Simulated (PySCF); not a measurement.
Species: C5H10Si2.
SMILES with atom numbers: `[CH:1]#[C:2][SiH2:3][C@H:4]([SiH3:5])[CH:6]=[CH2:7]` (hydrogens: H8 on C1; H9, H10 on Si3; H11 on C4; H12, H13, H14 on Si5; H15 on C6; H16, H17 on C7)

Geometry (GFN2-xTB, Å), atoms numbered from 1 in this order:
```
atom  x, y, z in Å
C1    -2.686    1.242    1.521
C2    -2.041    1.103    0.516
Si3   -1.031    0.890   -1.020
C4     0.428   -0.283   -0.624
Si5   -0.123   -2.033   -0.090
C6     1.286    0.315    0.430
C7     2.555    0.652    0.275
H8    -3.252    1.363    2.400
H9    -0.518    2.206   -1.426
H10   -1.881    0.313   -2.069
H11    1.020   -0.386   -1.540
H12   -0.986   -2.599   -1.129
H13    1.064   -2.878    0.070
H14   -0.847   -1.959    1.179
H15    0.800    0.476    1.385
H16    3.069    0.507   -0.662
H17    3.137    1.084    1.072
```

Computed with B3LYP/def2-SVPD in PySCF (dipole) on a GFN2-xTB geometry, gas phase.

Take the most abundant isotopes and a rigid rotor. The values belong to one conformer with, in the numbering `[CH:1]#[C:2][SiH2:3][C@H:4]([SiH3:5])[CH:6]=[CH2:7]`, C2–Si3–C4–Si5 62°, Si3–C4–C6–C7 -118°.

Question: What are A, B and C (MHz)?

Answer: Ia = 259.32, Ib = 415.01, Ic = 504.74 u·Å²; 505379 MHz·u·Å²/I gives A = 1949, B = 1218, C = 1001 MHz.

Question: What kind of rotor is it?

Answer: An asymmetric top. Ray's parameter κ = (2B − A − C)/(A − C) = -0.543; −1 is the prolate and +1 the oblate limit.

Question: Is it planar, by Δ = Ic − Ia − Ib?

Answer: Not planar: Δ = Ic − Ia − Ib = -169.59 u·Å². For a rigid frame Δ = −2 Σ m c², so Σ m c² = 84.80 u·Å² lies off the ab plane: 20.23 from hydrogen and 64.57 from heavier atoms. The atom farthest from that plane is 2.16 Å away.

Question: Give the other two planar moments, Paa and Pbb, and the rms extents of the mass along the axes.

Answer: Paa = Σ m a² = (Ib + Ic − Ia)/2 = 330.22 and Pbb = Σ m b² = (Ia + Ic − Ib)/2 = 174.52 u·Å². With the mass M = 126.03 u, the rms extents √(P/M) along a, b and c are 1.62, 1.18, 0.82 Å.

The dipole components are |μa| = 0.01 D, |μb| = 0.05 D, |μc| = 0.10 D.

Question: Estimate the classical rotational partition function at 50 K, 100 K and 200 K.

Answer: Point group C1, symmetry number σ = 1; q = (√π/σ)·√((kT/h)³/(ABC)), k/h = 20836.6 MHz/K: 38700 at 50 K, 109000 at 100 K, 309000 at 200 K.

No frequency check. Zero-point vibration and centrifugal distortion are left out. A rigid rotor knows nothing of internal rotation, which can split or shift real lines.

Hardware: one thread, Arm Neoverse V2, shared host. Cost: 41 s wall. This is the B3LYP/def2-SVPD job that gave the dipole, with the excitations it also computed.
